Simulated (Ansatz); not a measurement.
Ideal-gas functions of `[F][Al]1[BH][CH2]1` at 298.15 K and 1 bar, from an Ansatz frequency run at PBE0-D4/def2-TZVP.

Molar mass 71.83 g/mol, point group Cs (symmetry number 1), electronic degeneracy 1, moments of inertia 25.314, 130.691, 156.005 u Å². Harmonic wavenumbers (cm⁻¹, unscaled): 168, 175, 239, 258, 582, 739, 805, 844, 889, 976, 1256, 1543, 2738, 2983, 3109.

Use S(trans) = R[1.5 ln M + 2.5 ln T − 1.1517]; rotational temperatures θ = 24.2544 K / I; S(rot) = R[ln(√π/σ · √(T³/θAθBθC)) + 1.5]; for each mode x = 1.438777 ν̃/T, S = R[x/(eˣ − 1) − ln(1 − e⁻ˣ)] and H = RT x/(eˣ − 1); 1 cm⁻¹ = 0.0119627 kJ/mol; R = 8.31446 J/(mol·K).

Task: By hand: the entropy, in J/(mol·K).

Result: Translation 162.2. Rotation: θ = 0.9581, 0.1856, 0.1555 K, giving 103.2. Vibration, mode by mode: 10.28, 9.96, 7.57, 7.01, 2.02, 1.10, 0.85, 0.73, 0.61, 0.43, 0.14, 0.04, 0.00, 0.00, 0.00, in all 40.7. Electronic 0.0. Sum 306.1 J/(mol·K).

Task: By hand: H − E and G − E in kJ/mol, counted from the electronic energy.

Result: Zero-point energy ½ × 17304 × 0.0119627 = 103.5; thermal vibration 7.1; translation, rotation and pV give 4 RT = 9.9. H − E = 120.5 kJ/mol, and G − E = 120.5 − 298.15 × 306.1/1000 = 29.2 kJ/mol.

Vibration gives 13 % of the entropy.
